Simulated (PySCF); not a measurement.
An equivalent PySCF input for F⁺ (fluorine, charge +1), [He] 2s2 2p4, high-spin 3P determinant, with the non-relativistic Hamiltonian (point nucleus):

```python
from pyscf import gto, scf, dft, mp, cc
import basis_set_exchange as bse
mol = gto.M(atom="F 0 0 0", charge=1, spin=2, symmetry="D2h",
            basis=gto.basis.parse(bse.get_basis("pcseg-2", elements=["F"], fmt="nwchem", header=False)))
mf = scf.UHF(mol)
mf.irrep_nelec = {'Ag': (2, 2), 'B1u': (1, 0), 'B2u': (1, 1), 'B3u': (1, 0)}
mf.kernel()
```

It reaches the same state as the run whose output follows, and the same energy. The run itself started from symmetry-adapted Hartree-Fock orbitals and held the occupation by maximum overlap, so the iterations belong to that start.

```
SCF conv_tol = 1e-09
number electrons alpha = 5  beta = 3
cycle= 1 E= -98.8297899882857  delta_E= -0.00457  |g|= 0.0295  |ddm|= 0.0253
cycle= 2 E= -98.8300140525188  delta_E= -0.000224  |g|= 0.0068  |ddm|= 0.0063
cycle= 3 E= -98.8300278307475  delta_E= -1.38e-05  |g|= 0.000271  |ddm|= 0.00221
cycle= 4 E= -98.8300278812076  delta_E= -5.05e-08  |g|= 8.53e-05  |ddm|= 0.000215
cycle= 5 E= -98.8300278864162  delta_E= -5.21e-09  |g|= 1.59e-05  |ddm|= 7.71e-05
cycle= 6 E= -98.8300278865327  delta_E= -1.17e-10  |g|= 1.87e-06  |ddm|= 1.17e-05
converged SCF energy = -98.8300278865327  <S^2> = 2.0050475  2S+1 = 3.0033631
```
